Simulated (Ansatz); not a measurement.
CH8O2Si2 (`CO[SiH2][SiH2]O`), relaxed with RKS PBE0-D4/def2-TZVP in Ansatz from a GFN2-xTB geometry. The force threshold is 0.005 eV/Å; the program also tests the step.

The species carries charge 0 and has multiplicity 1.

Start:

```xyz
13

C    -1.714   -0.878    1.647
O    -0.896   -0.080    0.855
Si    0.133   -0.568   -0.303
Si    1.012    1.432   -0.971
O     2.106    1.147   -2.151
H    -2.287   -0.231    2.312
H    -2.403   -1.462    1.031
H    -1.117   -1.570    2.246
H     1.081   -1.562    0.253
H    -0.591   -1.374   -1.308
H     1.678    2.200    0.096
H     0.125    2.344   -1.690
H     2.875    0.602   -2.018
```

Question: How much energy does the relaxation release, and in how many steps? (An estimate is asked.)

Answer: The calculation gave: 19.82 kJ/mol, in 14 steps, 1 of them rejected.

Question: Which bonds change most? (Estimate.)

Answer: Computed: Si3–Si4 from 2.285 to 2.349 Å; O2–Si3 from 1.624 to 1.648 Å; Si4–O5 from 1.634 to 1.656 Å; Si4–H12 from 1.462 to 1.484 Å.

Question: Give the relaxed structure. (Estimate.)

Answer: Ansatz gave: 
```xyz
13

C    -1.724   -0.937    1.691
O    -0.926   -0.025    0.971
Si    0.059   -0.491   -0.265
Si    1.077    1.456   -1.097
O     2.247    1.085   -2.208
H    -2.304   -0.378    2.427
H    -2.418   -1.470    1.031
H    -1.109   -1.675    2.219
H     1.091   -1.461    0.223
H    -0.725   -1.215   -1.312
H     1.638    2.236    0.045
H     0.100    2.307   -1.820
H     2.995    0.569   -1.905
```
